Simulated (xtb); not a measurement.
xtb input (GFN2-xTB):

```bash
xtb mol.xyz --gfn 2 --sp --chrg 1 --uhf 0
```
mol.xyz:
```
3

La     0.61852483     0.42643474     0.44592255
Br    -0.67297608     1.31558469    -1.71840510
Br    -0.33433579    -2.01006412     0.99218838
```

Output:

```
           -------------------------------------------------
          |                Calculation Setup                |
           -------------------------------------------------

           -------------------------------------------------
          |                 G F N 2 - x T B                 |
           -------------------------------------------------

        Reference                      10.1021/acs.jctc.8b01176
      * Hamiltonian:
        H0-scaling (s, p, d)           1.850000    2.230000    2.230000
        zeta-weighting                 0.500000
      * Dispersion:
        s8                             2.700000
        a1                             0.520000
        a2                             5.000000
        s9                             5.000000
      * Repulsion:
        kExp                           1.500000    1.000000
        rExp                           1.000000
      * Coulomb:
        alpha                          2.000000
        third order                    shell-resolved
        anisotropic                    true
        a3                             3.000000
        a5                             4.000000
        cn-shift                       1.200000
        cn-exp                         4.000000
        max-rad                        5.000000

          ...................................................
          :                      SETUP                      :
          :.................................................:
          :  # basis functions                  30          :
          :  # atomic orbitals                  27          :
          :  # shells                            9          :
          :  # electrons                        16          :
          :  max. iterations                   250          :
          :  Hamiltonian                  GFN2-xTB          :
          :  restarted?                      false          :
          :  GBSA solvation                  false          :
          :  PC potential                    false          :
          :  electronic temp.          300.0000000     K    :
          :  accuracy                    1.0000000          :
          :  -> integral cutoff          0.2500000E+02      :
          :  -> integral neglect         0.1000000E-07      :
          :  -> SCF convergence          0.1000000E-05 Eh   :
          :  -> wf. convergence          0.1000000E-03 e    :
          :  Broyden damping             0.4000000          :
          :  net charge                          1          :
          :  unpaired electrons                  0          :
          ...................................................

 iter      E             dE          RMSdq      gap      omega  full diag
   1     11.2718736  0.112719E+02  0.819E+01    3.62       0.0  T
   2     -7.1459950 -0.184179E+02  0.465E+01   18.98       1.0  T
   3     -7.6690468 -0.523052E+00  0.270E+01   14.42       1.0  T
   4     -7.9449435 -0.275897E+00  0.231E+01   10.69       1.0  T
   5     -7.8981851  0.467584E-01  0.244E+01   11.67       1.0  T
   6     -8.6158282 -0.717643E+00  0.116E+01    0.12       1.0  T
   7     -7.1804666  0.143536E+01  0.246E+01    0.01       1.0  T
   8     -8.1512428 -0.970776E+00  0.168E+01    0.05       1.0  T
   9     -8.1650333 -0.137906E-01  0.166E+01    0.05       1.0  T
  10     -0.7561635  0.740887E+01  0.467E+01    0.04       1.0  T
  11      5.2264977  0.598266E+01  0.611E+01    0.17       1.0  T
  12     -8.2297602 -0.134563E+02  0.215E+01    0.08       1.0  T
  13     -8.7478581 -0.518098E+00  0.152E+01    3.80       1.0  T
  14     -8.7185159  0.293422E-01  0.156E+01    4.01       1.0  T
  15     -8.4344936  0.284022E+00  0.155E+01    6.12       1.0  T
  16     -8.6169270 -0.182433E+00  0.135E+01    4.81       1.0  T
  17     -8.7133062 -0.963792E-01  0.119E+01    4.24       1.0  T
  18     -8.6439260  0.693801E-01  0.128E+01    4.72       1.0  T
  19     -8.8442215 -0.200295E+00  0.104E+01    3.35       1.0  T
  20     -8.8456892 -0.146773E-02  0.102E+01    3.34       1.0  T
  21     -8.8046399  0.410493E-01  0.106E+01    3.62       1.0  T
  22     -8.7953880  0.925191E-02  0.106E+01    3.65       1.0  T
  23     -8.8141381 -0.187501E-01  0.104E+01    3.48       1.0  T
  24     -8.9324139 -0.118276E+00  0.899E+00    2.56       1.0  T
  25     -8.9618291 -0.294152E-01  0.870E+00    2.29       1.0  T
  26     -8.9519176  0.991153E-02  0.896E+00    2.38       1.0  T
  27     -8.9174823  0.344353E-01  0.947E+00    2.69       1.0  T
  28     -8.9161891  0.129320E-02  0.935E+00    2.71       1.0  T
  29     -8.9228817 -0.669266E-02  0.862E+00    2.70       1.0  T
  30     -8.9379849 -0.151032E-01  0.806E+00    2.61       1.0  T
  31     -8.9477186 -0.973370E-02  0.785E+00    2.54       1.0  T
  32     -8.9521750 -0.445637E-02  0.775E+00    2.50       1.0  T
  33     -8.9550266 -0.285158E-02  0.767E+00    2.47       1.0  T
  34     -8.9621032 -0.707668E-02  0.740E+00    2.41       1.0  T
  35     -8.9812520 -0.191488E-01  0.652E+00    2.25       1.0  T
  36     -9.0087451 -0.274930E-01  0.494E+00    1.96       1.0  T
  37     -9.0300351 -0.212900E-01  0.316E+00    1.66       1.0  T
  38     -9.0399917 -0.995662E-02  0.175E+00    1.41       1.0  T
  39     -9.0424690 -0.247730E-02  0.102E+00    1.25       1.0  T
  40     -9.0423693  0.997461E-04  0.810E-01    1.16       1.0  T
  41     -9.0420518  0.317446E-03  0.609E-01    1.14       1.0  T
  42     -9.0425410 -0.489117E-03  0.138E-01    1.22       1.0  T
  43     -9.0425659 -0.249501E-04  0.477E-02    1.25       1.2  T
  44     -9.0425677 -0.181505E-05  0.295E-02    1.25       2.0  T
  45     -9.0425696 -0.188853E-05  0.790E-03    1.24       7.3  T
  46     -9.0425693  0.308316E-06  0.169E-02    1.24       3.4  T
  47     -9.0425696 -0.270828E-06  0.539E-03    1.24      10.7  T
  48     -9.0425696 -0.296290E-07  0.220E-03    1.24      26.2  T
  49     -9.0425696 -0.117766E-07  0.366E-04    1.24     157.6  T
  50     -9.0425696 -0.285123E-10  0.616E-05    1.24     937.8  T

   *** convergence criteria satisfied after 50 iterations ***

         #    Occupation            Energy/Eh            Energy/eV
      -------------------------------------------------------------
         1        2.0000           -1.0746649             -29.2431
         2        2.0000           -1.0685420             -29.0765
         3        2.0000           -0.7685856             -20.9143
         4        2.0000           -0.6486891             -17.6517
         5        2.0000           -0.6428960             -17.4941
         6        2.0000           -0.6361100             -17.3094
         7        2.0000           -0.6281479             -17.0928
         8        2.0000           -0.6258378             -17.0299 (HOMO)
         9                         -0.5802250             -15.7887 (LUMO)
        10                         -0.5738055             -15.6140
        11                         -0.5724460             -15.5770
        12                         -0.5682865             -15.4639
        13                         -0.5680046             -15.4562
       ...                                ...                  ...
        27                          0.6637561              18.0617
      -------------------------------------------------------------
                  HL-Gap            0.0456128 Eh            1.2412 eV
             Fermi-level           -0.6029921 Eh          -16.4082 eV

 SCC (total)                   0 d,  0 h,  0 min,  0.007 sec
 SCC setup                      ...        0 min,  0.000 sec (  0.951%)
 Dispersion                     ...        0 min,  0.000 sec (  0.292%)
 classical contributions        ...        0 min,  0.000 sec (  0.157%)
 integral evaluation            ...        0 min,  0.001 sec (  9.583%)
 iterations                     ...        0 min,  0.005 sec ( 77.091%)
 molecular gradient             ...        0 min,  0.001 sec ( 11.200%)
 printout                       ...        0 min,  0.000 sec (  0.643%)

         :::::::::::::::::::::::::::::::::::::::::::::::::::::
         ::                     SUMMARY                     ::
         :::::::::::::::::::::::::::::::::::::::::::::::::::::
         :: total energy              -9.032542486005 Eh    ::
         :: gradient norm              0.017685978686 Eh/a0 ::
         :: HOMO-LUMO gap              1.241186201565 eV    ::
         ::.................................................::
         :: SCC energy                -9.042569568234 Eh    ::
         :: -> isotropic ES            0.094295637305 Eh    ::
         :: -> anisotropic ES          0.005491753347 Eh    ::
         :: -> anisotropic XC         -0.023852528827 Eh    ::
         :: -> dispersion             -0.002959217496 Eh    ::
         :: repulsion energy           0.010027082229 Eh    ::
         :: add. restraining           0.000000000000 Eh    ::
         :: total charge               1.000000000006 e     ::
         :::::::::::::::::::::::::::::::::::::::::::::::::::::

           -------------------------------------------------
          |                Property Printout                |
           -------------------------------------------------

    * Orbital Energies and Occupations

         #    Occupation            Energy/Eh            Energy/eV
      -------------------------------------------------------------
         1        2.0000           -1.0746649             -29.2431
         2        2.0000           -1.0685420             -29.0765
         3        2.0000           -0.7685856             -20.9143
         4        2.0000           -0.6486891             -17.6517
         5        2.0000           -0.6428960             -17.4941
         6        2.0000           -0.6361100             -17.3094
         7        2.0000           -0.6281479             -17.0928
         8        2.0000           -0.6258378             -17.0299 (HOMO)
         9                         -0.5802250             -15.7887 (LUMO)
        10                         -0.5738055             -15.6140
        11                         -0.5724460             -15.5770
        12                         -0.5682865             -15.4639
        13                         -0.5680046             -15.4562
        14                         -0.5204831             -14.1631
        15                         -0.1955841              -5.3221
        16                         -0.1767622              -4.8099
        17                         -0.1695006              -4.6123
        18                         -0.1662370              -4.5235
        19                         -0.1601992              -4.3592
       ...                                ...                  ...
        27                          0.6637561              18.0617
      -------------------------------------------------------------
                  HL-Gap            0.0456128 Eh            1.2412 eV
             Fermi-level           -0.6029921 Eh          -16.4082 eV

     #   Z          covCN         q      C6AA      α(0)
     1  57 La       1.461     0.734  1828.012   162.664
     2  35 Br       0.731     0.133   180.616    21.666
     3  35 Br       0.731     0.133   180.616    21.666

 Mol. C6AA /au·bohr⁶  :       4521.373835
 Mol. C8AA /au·bohr⁸  :     779128.236811
 Mol. α(0) /au        :        205.996490

Wiberg/Mayer (AO) data.
largest (>0.10) Wiberg bond orders for each atom

 ---------------------------------------------------------------------------
     #   Z sym  total        # sym  WBO       # sym  WBO       # sym  WBO
 ---------------------------------------------------------------------------
     1  57 La   2.563 --     2 Br   1.282     3 Br   1.282
     2  35 Br   1.646 --     1 La   1.282     3 Br   0.365
     3  35 Br   1.646 --     1 La   1.282     2 Br   0.365
 ---------------------------------------------------------------------------
Note: The following floating-point exceptions are signalling: IEEE_DENORMAL
normal termination of xtb

Topologies differ in total number of bonds
Writing topology from bond orders to xtbtopo.mol

molecular dipole:
                 x           y           z       tot (Debye)
 q only:        0.604       0.416       0.435
   full:        1.819       1.254       1.311       6.531
molecular quadrupole (traceless):
                xx          xy          yy          xz          yz          zz
 q only:       -1.536       0.884       1.389       1.672      -2.288       0.148
  q+dip:        1.876       1.760      -1.332       1.452       2.788      -0.544
   full:        4.173       0.652      -3.381      -0.784       6.209      -0.792

           -------------------------------------------------
          | TOTAL ENERGY               -9.032542486005 Eh   |
          | GRADIENT NORM               0.017685978686 Eh/α |
          | HOMO-LUMO GAP               1.241186201565 eV   |
           -------------------------------------------------

------------------------------------------------------------------------
------------------------------------------------------------------------
 total:
 SCF:
```

The spin state was set by rule; other spins were not relaxed.
